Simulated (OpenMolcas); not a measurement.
**Multiconfigurational calculation on Cl³⁺**

Input:

```
&GATEWAY
Coord
1

Cl 0.0 0.0 0.0
Basis=ANO-R0
Group=XYZ
NoMove
AngMom=0.0 0.0 0.0
AMFI
&SEWARD
&RASSCF
FileOrb=start.orb
Symmetry=1
Spin=3
nActEl=2 0 0
Inactive=3 3
Ras2=0 3
CIRoot=3 3 1
SDav=3
CIMx=300
Iter=120 100
PrWF=0.3
OrbListing=Nothing
MaxOrb=0
Atom
>>> COPY $Project.JobIph JOB001
&RASSCF
FileOrb=start.orb
Symmetry=1
Spin=1
nActEl=2 0 0
Inactive=3 3
Ras2=0 3
CIRoot=6 6 1
SDav=6
CIMx=300
Iter=120 100
PrWF=0.3
OrbListing=Nothing
MaxOrb=0
Atom
>>> COPY $Project.JobIph JOB002
&RASSI
NrOfJobIphs=2 3 6
1 2 3
1 2 3 4 5 6
IphNames
JOB001
JOB002
EJob
SpinOrbit
DIPRint=1.0
SOCoupling=1000.0
Subsets=2
MEES
Property=10
'ANGMOM' 1 'ANGMOM' 2 'ANGMOM' 3 'MLTPL  1' 1 'MLTPL  1' 2 'MLTPL  1' 3
'AMFI' 1 'AMFI' 2 'AMFI' 3 'MLTPL  2' 6
SOProperty=3
'ANGMOM' 1 'ANGMOM' 2 'ANGMOM' 3
```

Launched by
```bash
OMP_NUM_THREADS=1 MOLCAS_MEM=2252 MOLCAS_PROJECT=a pymolcas a.inp > a.log  # once for each step of the input, in one work folder
```

A driver script runs the steps one by one and writes start.orb anew before each from the orbitals found so far.

Output, cut to the results:

```
--- SEWARD ---
Basis set label: CL.ANO-R...3S2P.

      Electronic valence basis set:
      ------------------
      Associated Effective Charge  17.000000 au
      Associated Actual Charge     17.000000 au
      Nuclear Model: Finite nucleus - Gaussian distribution
        Gaussian exponent, Xi/bohr**(-2):  3.84638E+08

      Shell  nPrim  nBasis  Cartesian Spherical Contaminant
         s      17       3        X
         p      11       2        X
                  Relativistic X2C integrals
                  Atomic mean-field integrals
--- RASSCF ---
Wave function specifications:
      -----------------------------

      Number of closed shell electrons          12
      Number of electrons in active shells       2
      Max number of holes in RAS1 space          0
      Max nr of electrons in RAS3 space          0
      Number of inactive orbitals                6
      Number of active orbitals                  3
      Number of secondary orbitals               0
      Spin quantum number                      1.0
      State symmetry                             1
Orbital specifications:
      -----------------------

      Symmetry species                           1   2
                                                ag  au
      Frozen orbitals                            0   0
      Inactive orbitals                          3   3
      Active orbitals                            0   3
      RAS1 orbitals                              0   0
      RAS2 orbitals                              0   3
      RAS3 orbitals                              0   0
      Secondary orbitals                         0   0
      Deleted orbitals                           0   0
      Number of basis functions                  3   6
      Number of CSFs                             3
      Number of root(s) required                 3
      Iter CI   SX   CI       RASSCF       Energy    max ROT     max BLB   max BLB  Level Ln srch  Step   QN
          iter iter root      energy       change     param      element    value   shift minimum  type update
 Nr of preliminary CI iterations:   1
        1   1    2    0  -458.06736833    0.00E+00  -3.04E-03    3   6 2  3.40E-02*  0.00   0.00    SX    NO
        2   1    2    0  -458.06768939   -3.21E-04* -1.08E-04    3   6 2  1.21E-03*  0.00   0.00    SX    NO
        3   1    2    0  -458.06768979   -4.03E-07* -3.84E-06    1   4 2  4.29E-05   0.00   0.00    SX    NO
        4   1    2    0  -458.06768979   -5.12E-10  -1.37E-07    3   6 2  1.53E-06   0.00   0.00    SX    NO
      Convergence after  4 iterations
        5   1    2    0  -458.06768979   -4.55E-13  -1.37E-07    1   4 2  5.45E-08   0.00   0.00    SX    NO
      Natural orbitals and occupation numbers for root  1
      sym 2:   1.000000   0.000000   1.000000
      Natural orbitals and occupation numbers for root  2
      sym 2:   1.000000   1.000000   0.000000
      Natural orbitals and occupation numbers for root  3
      sym 2:   0.000000   1.000000   1.000000
::    RASSCF root number  1 Total energy:   -458.06768979
::    RASSCF root number  2 Total energy:   -458.06768979
::    RASSCF root number  3 Total energy:   -458.06768979
--- RASSCF ---
Wave function specifications:
      -----------------------------

      Number of closed shell electrons          12
      Number of electrons in active shells       2
      Max number of holes in RAS1 space          0
      Max nr of electrons in RAS3 space          0
      Number of inactive orbitals                6
      Number of active orbitals                  3
      Number of secondary orbitals               0
      Spin quantum number                      0.0
      State symmetry                             1
Orbital specifications:
      -----------------------

      Symmetry species                           1   2
                                                ag  au
      Frozen orbitals                            0   0
      Inactive orbitals                          3   3
      Active orbitals                            0   3
      RAS1 orbitals                              0   0
      RAS2 orbitals                              0   3
      RAS3 orbitals                              0   0
      Secondary orbitals                         0   0
      Deleted orbitals                           0   0
      Number of basis functions                  3   6
      Number of CSFs                             6
      Number of root(s) required                 6
...
--- RASSI ---
SPIN-FREE ENERGIES:
  (Shifted by EMIN (a.u.) =       -458.0676897907)

 SF State       Relative EMIN(au)   Rel lowest level(eV)    D:o, cm**(-1)      L_eff

     1             0.0000000000        0.0000000000              0.0000         1.0
     2             0.0000000000        0.0000000000              0.0000         1.0
     3             0.0000000000        0.0000000000              0.0000         1.0
     4             0.0623341945        1.6961998426          13680.7744         2.0
     5             0.0623341945        1.6961998426          13680.7744         2.0
     6             0.0623341945        1.6961998426          13680.7744         2.0
     7             0.0623341945        1.6961998426          13680.7744         2.0
     8             0.0623341945        1.6961998426          13680.7744         2.0
     9             0.1558244473        4.2401992218          34199.5131         0.0
     Dipole printing threshold changed to   1.00000000E+00
Eigenvalues of complex Hamiltonian:
   -----------------------------------
  (Shifted by EMIN (a.u.) =       -458.0676897907)

 SO State       Relative EMIN(au)   Rel lowest level(eV)    D:o, cm**(-1)     J-value

     1            -0.0027400295        0.0000000000              0.0000        -0.0
     2            -0.0013255342        0.0384903794            310.4458         0.6
     3            -0.0013255342        0.0384903794            310.4458         1.0
     4            -0.0013255342        0.0384903794            310.4458         0.6
     5             0.0012677852        0.1090581953            879.6137         1.1
     6             0.0012677852        0.1090581953            879.6137         1.8
     7             0.0012677852        0.1090581953            879.6137         1.3
     8             0.0012677852        0.1090581953            879.6137         1.8
     9             0.0012677852        0.1090581953            879.6137         1.7
...
```

The J values that RASSI prints are effective ones from its own formula and need not be integers or half-integers; the table below assigns J from the states.

Levels above the lowest, from the spin-orbit matrix, grouped by J:

```
Configuration  Term  J  E (cm-1)  Measured (cm-1)      g  Term weight %
      3s2 3p2    3P  0       0.0              0.0                   100
      3s2 3p2    3P  1       310              491  1.501            100
      3s2 3p2    3P  2       880             1341  1.501            100
      3s2 3p2    1D  2     14295            13766  1.000            100
      3s2 3p2    1S  0     34820            32550                   100
```

Against the 4 measured excited levels shown (Moore, Atomic Energy Levels, vol. I, NSRDS-NBS 35 (1971 reprint of NBS Circular 467, 1949)) the mean absolute deviation is 860 cm-1; the largest miss in energy is 3s2 3p2 1S0: computed 34820, measured 32550 cm-1 (+7.0 %), and the largest in proportion 3s2 3p2 3P1 (-36.8 %).

With the s shell closed, the reference lacks s² → p² mixing. The basis is small and was not contracted for so high a charge. Computed and measured levels are paired by configuration, term and J; levels that our copy of the source lacks, or whose pairing is in doubt (as where it misses far off the trend of its configuration), stay unpaired and out of the deviations. Only configurations of the active space appear.

The term weight is that of the spin-free term in the level, not the purity of its configuration.
